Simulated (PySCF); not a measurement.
Shieldings and the share of exact exchange

Molecule: SMILES ClB(SB)SC, CH₅B₂ClS₂.

Molfile (atoms numbered from 1):
```
CH5B2ClS2
     RDKit          3D

 11 10  0  0  0  0  0  0  0  0999 V2000
   -2.6452   -0.1382    0.8597 B   0  0  0  0  0  0  0  0  0  0  0  0
   -0.9003    0.2503    0.8370 S   0  0  0  0  0  0  0  0  0  0  0  0
   -0.1573   -0.6910   -0.5529 B   0  0  0  0  0  0  0  0  0  0  0  0
   -1.0754   -1.7324   -1.6254 Cl  0  0  0  0  0  0  0  0  0  0  0  0
    1.5919   -0.5750   -0.8797 S   0  0  0  0  0  0  0  0  0  0  0  0
    2.2293    0.5646    0.3809 C   0  0  0  0  0  0  0  0  0  0  0  0
   -3.1379   -0.8904    0.0637 H   0  0  0  0  0  0  0  0  0  0  0  0
   -3.2750    0.4084    1.7283 H   0  0  0  0  0  0  0  0  0  0  0  0
    1.7748    1.5588    0.2799 H   0  0  0  0  0  0  0  0  0  0  0  0
    2.0487    0.1761    1.3917 H   0  0  0  0  0  0  0  0  0  0  0  0
    3.3107    0.6409    0.2093 H   0  0  0  0  0  0  0  0  0  0  0  0
  1  2  1  0
  2  3  1  0
  3  4  1  0
  3  5  1  0
  5  6  1  0
  1  7  1  0
  1  8  1  0
  6  9  1  0
  6 10  1  0
  6 11  1  0
M  END
```

GIAO shieldings (ppm, equivalent atoms averaged) in PySCF on the PBE0-D3(BJ)/def2-SVP geometry, basis pcSseg-1, gas phase, non-relativistic:

```csv
functional,exact exchange (%),σ(B1),σ(S2),σ(S5),σ(Cl4)
BLYP,0,22.9,316.8,391.8,708.6
BP86,0,26.7,331.5,409.1,713.0
PBE,0,25.4,329.7,408.4,711.1
B3LYP,20,26.1,351.3,422.5,736.6
PBE0,25,29.7,373.5,445.7,746.0
BHandHLYP,50,31.9,400.0,465.4,774.4
HF,100,45.5,480.1,535.5,829.4
```

Q: Fit each shielding as a line in the percentage of exact exchange.

A: σ(B1) = 24.2 + 0.20 x (rms 1.7 ppm); σ(S2) = 326.2 + 1.53 x (rms 6.0 ppm); σ(S5) = 403.1 + 1.32 x (rms 7.0 ppm); σ(Cl4) = 712.4 + 1.19 x (rms 2.4 ppm). The functionals also differ in their semilocal parts, which the line can't hold; Hartree–Fock has no correlation at all.

Q: What does the line predict for mPW1PW91 (25 %), and what does the run give?

A: σ(B1): 29.2 predicted, 30.1 computed; σ(S2): 364.4 predicted, 373.3 computed; σ(S5): 436.1 predicted, 443.2 computed; σ(Cl4): 742.1 predicted, 745.4 computed ppm.
